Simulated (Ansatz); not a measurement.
Consider the cleavage of the Ga–B bond: `[BH2][GaH][SiH3]` + NH₃ → `[NH2][GaH][SiH3]` + BH₃.

Computed with Ansatz on PBE0-D4/def2-TZVP structures; ΔE is electronic, products minus reactants. CBS: MP2 limit from def2 TZ/QZ plus the TZ coupled-cluster correction, frozen cores. This one scheme is used for every species. DFT in def2-TZVPP. HSE06 is defined as in plane-wave codes. For Ga outer-core shells are correlated without core-valence functions, which leaves a few kJ/mol of doubt a bond. Scalar relativity is left out up to krypton. Each species was taken in one conformer, which may not be the lowest.

Task: Is it downhill or uphill in electronic energy at CCSD(T)/CBS, and by how much? (Estimate.)

Result: Computed: Downhill: ΔE = -14.8 kcal/mol.

Task: What do these levels give: PBE-D4, r2SCAN-D4, r2SCAN0-D4, CAM-B3LYP-D4, B2PLYP, revPBE, r2SCAN, PBE0, HSE06, HF/def2-SVP, MP2/def2-SVP, CCSD/CBS(def2)? (Best estimate.)

Result: The calculation gave: PBE-D4 -11.0, r2SCAN-D4 -13.2, r2SCAN0-D4 -13.5, CAM-B3LYP-D4 -15.6, B2PLYP -15.6, revPBE -10.5, r2SCAN -13.2, PBE0 -11.8, HSE06 -11.7, HF/def2-SVP -17.5, MP2/def2-SVP -19.1, CCSD/CBS(def2) -14.8 kcal/mol.

Largest T1 diagnostic among the species: 0.015.

Leaving LDA and LC-ωPBE aside and taking each functional with its dispersion term where it has one, the values spread over 4.6 kcal/mol, from CAM-B3LYP-D4 to PBE-D4. At CCSD(T), def2-SVP lies −2.7 kcal/mol from the extrapolated value and def2-TZVPP −0.1 kcal/mol. From BLYP to BHLYP (50 % exact exchange), in def2-TZVPP and without D4, ΔE moves by −2.0 kcal/mol.
